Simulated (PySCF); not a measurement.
C2H4N3, SMILES c1nc[nH+][nH]1, charge +1. Atoms are numbered in the order given.

```xyz
9

C      0.0000    -1.0526    -0.4322
N      0.0000     0.0000    -1.2350
C      0.0000     1.0526    -0.4322
N      0.0000     0.6693     0.8488
N      0.0000    -0.6693     0.8488
H      0.0000    -2.1020    -0.7339
H      0.0000     2.1020    -0.7339
H      0.0000     1.2192     1.7082
H      0.0000    -1.2192     1.7082
```
Charge +1, spin multiplicity 1.

Geometry optimised at PBE0-D3(BJ)/def2-SVP. The isomer is the one that the SMILES or the coordinates give; other isomers of the formula were not compared.

Two levels are set side by side: PBE/pcSseg-1 (PySCF) and HF/pcSseg-1 (PySCF). GIAO shifts against NH3 (¹⁵N), TMS (¹H), TMS (¹³C) at the same level; non-relativistic, no solvent, atoms listed together averaged. Differences are taken from unrounded values.

```json
[
 {"quantity": "δ(¹³C) of C1, C3 (ppm)", "HF": "167.0"},
 {"quantity": "δ(¹⁵N) of N2 (ppm)", "HF": "285.5"},
 {"quantity": "δ(¹⁵N) of N4, N5 (ppm)", "HF": "192.2"},
 {"quantity": "δ(¹H) of H6, H7 (ppm)", "HF": "9.85"},
 {"quantity": "δ(¹H) of H8, H9 (ppm)", "HF": "10.82"}
]
```

### Question
What does PBE give, and how far is it from HF? (The exact figures need the calculation; the answer reports its results.)

### Answer

```tsv
quantity	PBE	PBE minus HF
δ(¹³C) of C1, C3 (ppm)	151.4	-15.6
δ(¹⁵N) of N2 (ppm)	304.7	19.2
δ(¹⁵N) of N4, N5 (ppm)	210.0	17.8
δ(¹H) of H6, H7 (ppm)	9.15	-0.70
δ(¹H) of H8, H9 (ppm)	10.61	-0.21
```

Rough cost on one machine, each run with all the roots and properties that it gave: HF against PBE within a factor of 2.
